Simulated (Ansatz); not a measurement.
Consider the atomization: `OCBBr` → B• + Br• + C• + 4 H• + O•.

Program: Ansatz. Geometries: PBE0-D4/def2-TZVP. ΔE: electronic, gas phase. CCSD(T)/CBS is the MP2 limit (def2-TZVPP, def2-QZVPP) plus CCSD(T) − MP2 in def2-TZVPP, frozen cores. This one scheme is used for every species, atoms too. Functionals use def2-TZVPP. B3LYP here is the variant with VWN-RPA as its local correlation; programs differ in this. No spin–orbit coupling; open shells (•) take unrestricted orbitals. Spin–orbit coupling would lower the free atoms: a little for B, C, O; clearly for Br. Bonds to Br are less sure, by a few kJ/mol each and by 10 to 20 or more in all where they break to atoms, as the def2 sets lack core-valence functions. Scalar relativity is left out up to krypton. Each species was taken in one conformer, which may not be the lowest.

`OCBBr`:

```xyz
8

O    -1.271    0.465   -0.824
C    -0.445   -0.484   -0.204
B     0.849   -0.030    0.512
Br    1.325    1.819    0.558
H    -0.879    1.336   -0.700
H    -0.137   -1.252   -0.936
H    -1.023   -1.057    0.544
H     1.582   -0.797    1.051
```

| level | ΔE (eV) | difference from CCSD(T)/CBS |
| --- | --- | --- |
| revPBE-D4 | 29.68 | -0.08 |
| B97M-V | 29.80 | 0.04 |
| B3LYP-D4 | 29.71 | -0.05 |
| ωB97M-V | 29.82 | 0.06 |
| B2PLYP | 29.44 | -0.32 |
| PBE-QIDH | 29.68 | -0.08 |
| PBE | 30.37 | 0.61 |
| revPBE | 29.22 | -0.54 |
| BLYP | 29.36 | -0.40 |
| r2SCAN0 | 29.44 | -0.32 |
| MP2/def2-SVP | 28.71 | -1.05 |
| MP2/def2-TZVPP | 29.66 | -0.10 |
| SCS-MP2/def2-TZVPP | 29.33 | -0.43 |
| CCSD/def2-TZVPP | 28.50 | -1.26 |
| MP2/def2-QZVPP | 30.12 | 0.36 |
| SCS-MP2/def2-QZVPP | 29.83 | 0.07 |
| CCSD(T)/CBS | 29.76 | 0 |

Largest T1 diagnostic among the species: 0.014.

In def2-TZVPP, CCSD(T) changes the Hartree–Fock value by +7.26 eV (the triples alone add +0.47 eV) and MP2 by +7.95 eV; breaking electron pairs costs correlation energy, which Hartree–Fock lacks. From PBE to PBE0 (25 % exact exchange), in def2-TZVPP and without D4, ΔE moves by −0.57 eV: exact exchange takes away binding that semilocal exchange gives to molecules. At CCSD(T), def2-SVP lies −1.61 eV from the extrapolated value and def2-TZVPP −0.80 eV: correlation converges slowly with the basis, and small sets miss more of it in the bonded molecule than in its fragments.

For atomizations the MP2-based limit and the directly extrapolated one differ by several kJ/mol either way, and by 10 to 25 for some Ge, Se and Sn compounds, so smaller differences from it don't rank the levels.
